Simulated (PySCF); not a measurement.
# Optical rotation: `InChI=1S/C5H6F2O/c6-2-3-1-4(8)5(3)7/h3,5H,1-2H2/t3-,5-/m0/s1`

Molfile (atoms numbered from 1):
```
C5H6F2O
     RDKit          3D

 14 14  0  0  0  0  0  0  0  0999 V2000
   -2.6045   -1.0565   -0.7729 O   0  0  0  0  0  0  0  0  0  0  0  0
   -1.5473   -0.6255   -0.4375 C   0  0  0  0  0  0  0  0  0  0  0  0
   -0.5105   -1.0275    0.5905 C   0  0  0  0  0  0  0  0  0  0  0  0
    0.1319    0.3688    0.4446 C   0  0  1  0  0  0  0  0  0  0  0  0
    1.6348    0.4151    0.2332 C   0  0  0  0  0  0  0  0  0  0  0  0
    1.9965   -0.4401   -0.7796 F   0  0  0  0  0  0  0  0  0  0  0  0
   -0.7371    0.6222   -0.8069 C   0  0  2  0  0  0  0  0  0  0  0  0
   -1.3968    1.8176   -0.8570 F   0  0  0  0  0  0  0  0  0  0  0  0
   -0.9027   -1.2993    1.5675 H   0  0  0  0  0  0  0  0  0  0  0  0
    0.1311   -1.8296    0.2278 H   0  0  0  0  0  0  0  0  0  0  0  0
   -0.1407    1.0463    1.2538 H   0  0  0  0  0  0  0  0  0  0  0  0
    1.9651    1.4157   -0.0638 H   0  0  0  0  0  0  0  0  0  0  0  0
    2.1727    0.0878    1.1288 H   0  0  0  0  0  0  0  0  0  0  0  0
   -0.1932    0.5048   -1.7507 H   0  0  0  0  0  0  0  0  0  0  0  0
  1  2  2  0
  2  3  1  0
  3  4  1  0
  4  5  1  0
  5  6  1  0
  4  7  1  0
  7  8  1  0
  7  2  1  0
  3  9  1  0
  3 10  1  0
  4 11  1  1
  5 12  1  0
  5 13  1  0
  7 14  1  6
M  END
```

Method used: TDDFT CAM-B3LYP/aug-cc-pVDZ circular dichroism and optical rotation, one conformer, gas phase in PySCF. Geometry: GFN2-xTB.

The molecule is flexible and this is one conformer; a measurement averages over conformers.

Stereocentres: C4 S, C7 S.

(1) What is the specific rotation at 633, 589.3, 546, 436, 405, 365, 355 nm?

## Answers

(1) [α] in deg dm⁻¹ (g/mL)⁻¹:
| λ (nm) | origin-invariant length gauge | modified velocity gauge | length gauge (centre of mass) | isotropic polarisability (au) |
| --- | --- | --- | --- | --- |
| 633 | -92.5 | -79.7 | -92.5 | 62.2 |
| 589.3 | -110.9 | -95.2 | -110.8 | 62.3 |
| 546 | -135.8 | -116.1 | -135.8 | 62.6 |
| 436 | -271.8 | -227.2 | -271.8 | 63.4 |
| 405 | -362.0 | -298.8 | -362.0 | 63.8 |
| 365 | -611.2 | -491.8 | -611.2 | 64.6 |
| 355 | -735.5 | -586.3 | -735.6 | 64.8 |

The shortest wavelength is close to the first absorption, where this undamped response comes out too large.

Task: And for the mirror image at 589.3 nm?

Result: +110.9 deg dm⁻¹ (g/mL)⁻¹ (origin-invariant length gauge): the same size and the opposite sign.

Task: What is the molar rotation [Φ] = [α]·M/100 of the geometry above at 589.3 nm?

Result: With M = 120.10 g/mol, -133.2 deg cm² dmol⁻¹ (origin-invariant length gauge).

The first excitation lies at 4.02 eV (308 nm) with R = -1.9 × 10⁻⁴⁰ esu² cm² (velocity form).
